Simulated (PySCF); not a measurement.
A structure optimised at ωB97X-D3(BJ)/def2-TZVP, used in a PySCF frequency run:

```
Ti
H 1 1.6862
H 1 1.6862 2 108.97
H 1 1.6923 2 110.73 3 -122.03
S 1 2.2436 2 108.89 3 118.65
H 5 1.3525 1 82.78 2 120.65
```
Charge 0, spin multiplicity 1.

### Question
Write its SMILES, formula and point group.

### Answer
[SH][TiH3], H₄STi, Cs

### Question
What are its rotational constants (standard atomic weights)?

### Answer
53.254, 4.6774, 4.5968 GHz
